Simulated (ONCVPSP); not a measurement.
Which change was made? (Mn, ONCV)

- Element: manganese (Mn)
- Generator: ONCVPSP 4.0.1
- Type: optimised norm-conserving Vanderbilt (ONCV)
- Functional: PBE
- Relativity: fully relativistic
- Frozen core: [Ne]
- Valence charge: 15
- Reference configuration: 3s2 3p6 3d5 4s1.5 4p0.5
- Partial waves: 3s+4s: rc 1.35 bohr, ncon 4, nbas 8, qcut 8.8 1/bohr, 2 projectors; 3p+4p: rc 1.75 bohr, ncon 5, nbas 8, qcut 6.8 1/bohr, 2 projectors; 3d: rc 0.95 bohr, ncon 5, nbas 8, qcut 11.6 1/bohr, 2 projectors, debl 3.1 Ha
- Local potential: polynomial inside 0.80 bohr (lpopt 5, dvloc0 2 Ha)
- Core correction: Teter function, fcfact 2, rcfact 1.45

Open shells are filled in proportion to 2j + 1.

Cutoffs, loose and tight: the cutoffs (Ha) at which the residual kinetic energy of the hardest occupied pseudo-wave falls to 1 and 0.1 mHa per electron. They do not see the model core or the augmentation charge, which bear on the density cutoff. Test errors are all-electron minus pseudo excitation energies from the reference, over the configurations 3s2 3p6 3d5 4s2 4p0; 3s2 3p6 3d5 4s1 4p0; 3s2 3p6 3d5 4s0 4p0; 3s2 3p5 3d5 4s2 4p0; variants that change the core or the reference have their own tests.

The base gives: outcome: generated; cutoff, loose: 203 Ha; cutoff, tight: 246 Ha; bound ghosts: none; GHOST(+) flags above zero: none; largest test error (meV): +77.

Task: After one change the result is: outcome: generated; cutoff, loose: 203 Ha; cutoff, tight: 246 Ha; bound ghosts: none; GHOST(+) flags above zero: p1/2; largest test error (meV): +36. Which change was it?
A. p: qcut 5.3
B. p: qcut 4.3
C. p: qcut 9.2

Result: C. The others give: p: qcut 4.3 → outcome: generated; cutoff, loose: 203 Ha; cutoff, tight: 246 Ha; bound ghosts: none; GHOST(+) flags above zero: p3/2, p1/2; largest test error (meV): +199 | p: qcut 5.3 → outcome: generated; cutoff, loose: 203 Ha; cutoff, tight: 246 Ha; bound ghosts: none; GHOST(+) flags above zero: p3/2, p1/2; largest test error (meV): +144.
